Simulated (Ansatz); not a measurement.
BiCl3, SMILES [Cl][Bi]([Cl])[Cl] (connectivity only; charge and spin as stated), charge +1, multiplicity 2.

Geometry optimised at PBE0-D3(BJ)/def2-SVP. A frequency run showed that this geometry is not a minimum. The spin state was assumed, not searched. The isomer is the one that the SMILES or the coordinates give; other isomers of the formula were not compared. The def2 effective core potentials stand for the cores of Bi; spin–orbit coupling is left out.

Two levels are set side by side: PBE/def2-SVPD (Ansatz, a first-principles code) and PBE0/def2-SVPD (Ansatz). Energy differences of separate SCF runs at the same geometry; the states with an electron removed or added have multiplicity 3 and 1. Differences are taken from unrounded values.

```
quantity                          PBE0
-------------------------------  -----
vertical ionisation energy (eV)  16.00
vertical electron affinity (eV)  10.79
```

Question: What does PBE give, and how far is it from PBE0? (An estimate is asked for; the answer gives what the named calculation found.)

Answer: 
```csv
quantity,PBE,PBE minus PBE0
vertical ionisation energy (eV),15.95,-0.06
vertical electron affinity (eV),10.25,-0.54
```
